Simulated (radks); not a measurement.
Species: Hg. Configuration: [Hg].

Calculated with a radial shooting solver on a logarithmic mesh with Libxc functionals: scalar-relativistic Kohn-Sham, PBE, spin-unpolarised, spherical densities, finite nucleus; Fermi nuclear charge, rms radius 5.4648 fm.

Energy parts (hartree):
total: -19617.9745
kinetic: 22008.7246
electron-nucleus: -48861.5602
Hartree: 7605.1123
exchange-correlation: -370.2511

Orbitals (lengths in bohr, moments of r in powers of bohr; r(max) is where P^2 peaks):
1s: occ. 2; eigenvalue (hartree) -3055.181; r(max) 0.01023
2s: occ. 2; eigenvalue (hartree) -541.5193; r(max) 0.05915
2p: occ. 6; eigenvalue (hartree) -467.1322; r(max) 0.04906
3s: occ. 2; eigenvalue (hartree) -128.5067; r(max) 0.1668
3p: occ. 6; eigenvalue (hartree) -107.0021; r(max) 0.1664
3d: occ. 10; eigenvalue (hartree) -84.33190; r(max) 0.1355
4s: occ. 2; eigenvalue (hartree) -28.25306; r(max) 0.3757
4p: occ. 6; eigenvalue (hartree) -21.19947; r(max) 0.3958
4d: occ. 10; eigenvalue (hartree) -12.81687; r(max) 0.4028
5s: occ. 2; eigenvalue (hartree) -4.33988; r(max) 0.8276
4f: occ. 14; eigenvalue (hartree) -3.52433; r(max) 0.3665
5p: occ. 6; eigenvalue (hartree) -2.44472; r(max) 0.9281
5d: occ. 10; eigenvalue (hartree) -0.36256; r(max) 1.163
6s: occ. 2; eigenvalue (hartree) -0.25030; r(max) 2.205

The highest occupied level is 6s at -6.811 eV. Summed over all electrons, <r^2> = 61.34 bohr^2, which gives a Langevin (diamagnetic) susceptibility term of -48.6 x 10^-6 cm^3/mol.
